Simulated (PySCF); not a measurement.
A side-by-side comparison of computed properties.

First species: C₅H₅FP₂.
Atom-mapped SMILES: `[CH3:1][c:2]1[cH:3][cH:4][p:5][c:6]([F:7])[p:8]1` (hydrogens: H9, H10, H11 on C1; H12 on C3; H13 on C4)

Second species: C₆H₁₀N₂.
Z-matrix (Å and degrees, GFN2-xTB geometry), rows numbered from 1:
```
C 
C   1  1.5310
C   2  1.5310  1  110.89
C   2  1.4922  1  110.82  3   123.46
N   4  1.3065  2  125.38  1   118.31
C   5  1.3595  4  106.37  2  -180.00
C   6  1.3628  5  110.05  4     0.05
N   4  1.3602  2  123.74  1   -61.63
H   1  1.0875  2  110.13  3    60.16
H   1  1.0886  2  110.95  3   -59.64
H   1  1.0873  2  110.37  3   179.97
H   2  1.0934  1  108.98  3  -119.92
H   3  1.0886  2  110.97  1    59.54
H   3  1.0874  2  110.39  1   179.95
H   3  1.0875  2  110.13  1   -60.25
H   6  1.0712  5  120.90  4   179.98
H   7  1.0704  6  132.15  5  -179.97
H   8  1.0061  4  127.00  2    -0.03
```

Levels: CAM-B3LYP/def2-SVPD for dipole moment, HOMO energy, LUMO energy, HOMO–LUMO gap, static isotropic polarisability and electronic spatial extent ⟨r²⟩ about the centre of nuclear charge; TDDFT CAM-B3LYP/def2-SVPD for lowest singlet excitation; TDA CAM-B3LYP/def2-SVPD for lowest triplet excitation (Tamm–Dancoff); GFN2-xTB for rotational constant A and rotational constant C. Geometries: GFN2-xTB. Each species is one conformer at its optimised geometry, gas phase, non-relativistic unless stated; the electronic structure was computed with PySCF and density fitting.

The conformers computed, where there is a choice (atom-mapped SMILES and torsion angles):
- `[CH3:1][CH:2]([CH3:3])[c:4]1[n:5][cH:6][cH:7][nH:8]1`: C1–C2–C4–N5 118°

| property | column X | column Y |
| --- | --- | --- |
| dipole moment | 3.50 D | 3.48 D |
| HOMO energy | -7.67 eV | -8.37 eV |
| LUMO energy | 1.02 eV | -1.14 eV |
| HOMO–LUMO gap | 8.69 eV | 7.23 eV |
| lowest singlet excitation | 5.93 eV | 4.12 eV |
| lowest triplet excitation (Tamm–Dancoff) | 4.50 eV | 2.79 eV |
| static isotropic polarisability | 82.0 au | 108.2 au |
| electronic spatial extent ⟨r²⟩ about the centre of nuclear charge | 991 bohr² | 1285 bohr² |
| rotational constant A | 4.383 GHz | 2.290 GHz |
| rotational constant C | 1.399 GHz | 0.844 GHz |

**Question.** Which column belongs to which species?

**Answer.** Column X is the second species and column Y the first. The first has 13 atoms and 74 electrons, the second 18 and 60.

**Question.** How does each property change from the first species to the second?

**Answer.** dipole moment +0.02 D; HOMO energy +0.70 eV; LUMO energy +2.16 eV; HOMO–LUMO gap +1.46 eV; lowest singlet excitation +1.81 eV; lowest triplet excitation (Tamm–Dancoff) +1.71 eV; static isotropic polarisability -26.2 au; electronic spatial extent ⟨r²⟩ about the centre of nuclear charge -294 bohr²; rotational constant A +2.093 GHz; rotational constant C +0.555 GHz.

On the first: The vertical singlet–triplet gap S1 − T1 is 1.33 eV (TDDFT singlet less Tamm–Dancoff triplet; S1: HOMO−1→LUMO, weight 0.43, beside HOMO→LUMO+1, weight 0.37; T1: HOMO→LUMO, weight 0.66). The 8 singlets span 4.12 to 5.86 eV, and their oscillator strengths add up to 0.68.

On the second: The 8 singlets span 5.93 to 7.63 eV, and their oscillator strengths add up to 0.33. The dipole equals about 11.7 × 10⁻³⁰ C·m (1 D = 3.33564 × 10⁻³⁰ C·m).
